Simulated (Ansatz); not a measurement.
Relative stability

The two ends of one reaction step of Si2N2H10, closed shell (PBE0-D4/def2-TZVP).

A:

| atom | x (Å) | y (Å) | z (Å) |
| --- | --- | --- | --- |
| Si1 | -0.8482 | -0.1253 | 0.5643 |
| N2 | 2.1406 | -0.1751 | 0.6757 |
| H3 | -0.4252 | -1.4962 | 0.9923 |
| H4 | -0.3977 | 0.8179 | 1.6232 |
| N5 | -2.5642 | 0.0757 | 0.4414 |
| H6 | 2.6488 | -0.9056 | 0.1927 |
| Si7 | 0.0641 | 0.3648 | -1.5280 |
| H8 | 2.1266 | -0.4111 | 1.6602 |
| H9 | 2.6661 | 0.6845 | 0.5741 |
| H10 | -3.1468 | -0.0100 | 1.2594 |
| H11 | -3.0462 | -0.2653 | -0.3746 |
| H12 | -1.0142 | 0.5581 | -2.5465 |
| H13 | 0.9338 | -0.7339 | -2.0315 |
| H14 | 0.8623 | 1.6214 | -1.5026 |

B:

```json
{"atom": "Si1", "x (Å)": "-0.4219", "y (Å)": "-0.5331", "z (Å)": "1.3667"}
{"atom": "N2", "x (Å)": "0.9758", "y (Å)": "0.4328", "z (Å)": "1.5584"}
{"atom": "H3", "x (Å)": "-0.0624", "y (Å)": "-1.4371", "z (Å)": "0.2324"}
{"atom": "H4", "x (Å)": "-0.8217", "y (Å)": "-1.3937", "z (Å)": "2.5183"}
{"atom": "N5", "x (Å)": "-1.7700", "y (Å)": "0.4954", "z (Å)": "1.1457"}
{"atom": "H6", "x (Å)": "1.9460", "y (Å)": "-0.1921", "z (Å)": "-1.5942"}
{"atom": "Si7", "x (Å)": "0.7327", "y (Å)": "-0.0336", "z (Å)": "-2.4335"}
{"atom": "H8", "x (Å)": "1.8768", "y (Å)": "0.0992", "z (Å)": "1.2606"}
{"atom": "H9", "x (Å)": "1.0473", "y (Å)": "1.1236", "z (Å)": "2.2869"}
{"atom": "H10", "x (Å)": "-2.6885", "y (Å)": "0.2039", "z (Å)": "1.4344"}
{"atom": "H11", "x (Å)": "-1.8028", "y (Å)": "1.1600", "z (Å)": "0.3901"}
{"atom": "H12", "x (Å)": "-0.2583", "y (Å)": "0.8215", "z (Å)": "-1.7339"}
{"atom": "H13", "x (Å)": "0.1370", "y (Å)": "-1.3632", "z (Å)": "-2.7158"}
{"atom": "H14", "x (Å)": "1.1098", "y (Å)": "0.6162", "z (Å)": "-3.7162"}
```

Program: Ansatz 0.2.0. Basis: def2-TZVPP. Cores are frozen in the correlated methods. B3LYP uses VWN-RPA correlation.

Question: Which structure is lower at CCSD(T), and by how much? (An estimate is asked for; the value comes from the calculation.)

Answer: Computed: B, by 56.4 kJ/mol (electronic energy, against the other). By their contacts, A is a complex of Si₂NH₇ ([NH2][SiH2][SiH3]) + NH₃ and B is a complex of SiN₂H₆ ([NH2][SiH2][NH2]) + SiH₄.

All methods give the same order:

```json
{"method": "SPW92", "E(B) − E(A) (kJ/mol)": "-36.7"}
{"method": "PBE-D4", "E(B) − E(A) (kJ/mol)": "-35.9"}
{"method": "BLYP-D4", "E(B) − E(A) (kJ/mol)": "-51.3"}
{"method": "r2SCAN-D4", "E(B) − E(A) (kJ/mol)": "-51.0"}
{"method": "B97M-V", "E(B) − E(A) (kJ/mol)": "-50.8"}
{"method": "PBE0-D4", "E(B) − E(A) (kJ/mol)": "-42.5"}
{"method": "B3LYP-D4", "E(B) − E(A) (kJ/mol)": "-55.9"}
{"method": "r2SCAN0-D4", "E(B) − E(A) (kJ/mol)": "-53.8"}
{"method": "BHLYP-D4", "E(B) − E(A) (kJ/mol)": "-63.0"}
{"method": "CAM-B3LYP-D4", "E(B) − E(A) (kJ/mol)": "-62.7"}
{"method": "wB97X-V", "E(B) − E(A) (kJ/mol)": "-54.4"}
{"method": "wB97M-V", "E(B) − E(A) (kJ/mol)": "-57.9"}
{"method": "B2PLYP", "E(B) − E(A) (kJ/mol)": "-61.5"}
{"method": "PBE-QIDH", "E(B) − E(A) (kJ/mol)": "-53.0"}
{"method": "RPA on PBE", "E(B) − E(A) (kJ/mol)": "-57.4"}
{"method": "HF", "E(B) − E(A) (kJ/mol)": "-81.3"}
{"method": "MP2", "E(B) − E(A) (kJ/mol)": "-62.3"}
{"method": "CCSD", "E(B) − E(A) (kJ/mol)": "-60.0"}
{"method": "CCSD(T)", "E(B) − E(A) (kJ/mol)": "-56.4"}
```

No T1 diagnostic of these runs exceeds 0.011.

Labels in which every atom is bracketed show which atoms are joined, not bond orders.

For scale, one of the runs: CCSD(T)/def2-TZVPP, 286 basis functions, launched by `ansatz run in.yaml --threads 8 --pin off --events-out ev --progress --plain --max-ram 19148MiB`. The run took 110 s on 8 CPU threads of an Arm Neoverse V1 (shared host), with 8.2 GiB of host memory at its peak.
